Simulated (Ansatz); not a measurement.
C₆H₁₂O (SMILES CC(=O)CC(C)C), singlet, geometry from GFN2-xTB, with bond 11-2 at 1.8 times its length; SC-NEVPT2/STO-3G, CASSCF(4,3) (Ansatz, a first-principles code).

Here is a job for Ansatz.
Ansatz 0.2 input:
```yaml
crystal:
  periodic: [false, false, false]
  atoms:
    - {symbol: C, position_ang: [-2.10552291, -1.46594463, 0.28153135]}
    - {symbol: C, position_ang: [-1.12274381, -0.30402897, 0.39343663]}
    - {symbol: C, position_ang: [-1.71163531, 0.95983401, -0.22784556]}
    - {symbol: C, position_ang: [0.20371816, -0.65803073, -0.28575125]}
    - {symbol: C, position_ang: [1.32133190, 0.30617463, 0.05200549]}
    - {symbol: C, position_ang: [2.44728410, 0.32154335, -0.95388374]}
    - {symbol: O, position_ang: [1.32582434, 0.99392442, 1.04040990]}
    - {symbol: H, position_ang: [-1.70835624, -2.35829099, 0.76065892]}
    - {symbol: H, position_ang: [-3.04773154, -1.21228224, 0.76120920]}
    - {symbol: H, position_ang: [-2.30563752, -1.69603858, -0.76347960]}
    - {symbol: H, position_ang: [-0.75295235, 0.04886135, 2.29602306]}
    - {symbol: H, position_ang: [-1.92023362, 0.80509958, -1.28537554]}
    - {symbol: H, position_ang: [-2.64060527, 1.22954851, 0.26858475]}
    - {symbol: H, position_ang: [-1.01756042, 1.79036656, -0.12647897]}
    - {symbol: H, position_ang: [0.07821339, -0.71200008, -1.36888693]}
    - {symbol: H, position_ang: [0.53668607, -1.64349149, 0.05530805]}
    - {symbol: H, position_ang: [3.30984206, 0.84269225, -0.54736933]}
    - {symbol: H, position_ang: [2.10980177, 0.84489612, -1.84717955]}
    - {symbol: H, position_ang: [2.72169803, -0.69120200, -1.23765683]}
basis:
  gaussian:
    orbitals: STO-3G
magnetization: {spin_polarized: false}
correlation: {method: sc_nevpt2, electrons: all, active_space: {window: {electrons: 4, orbitals: 3}}}
```

Problem. Write the output that Ansatz gives for this input, abridged.

Solution. 
```
Functional definition: HF
674 factors; integrals over basis functions are off by at most 4.0e-5 eV
mean field evaluation 1: about -8294.6534 eV, gradient 4.0e1 eV
mean field evaluation 2: about -8295.0582 eV, gradient 4.0e1 eV
mean field evaluation 4: about -8300.9680 eV, gradient 3.3e0 eV
mean field evaluation 8: about -8301.0350 eV, gradient 2.1e-1 eV
mean field -8301.03518108 eV, -305.0574162611 hartree, gradient 2.3e-6 eV, S^2 0.000000; 0 other end points of the search recorded, 0 dependent functions left out; unrestricted orbitals would lower it
reference -8301.03518108 eV, -305.0574162611 hartree; 28, 28 occupied and 19, 19 virtual orbitals, 674 factors
state -8303.41959621 eV, -305.1450419009 hartree
state -8303.41959621 eV, -305.1450419009 hartree; corrected -8313.18364785 eV, -305.5038641800 hartree
Total energy: -8313.18364785 eV, -305.5038641800 hartree
```
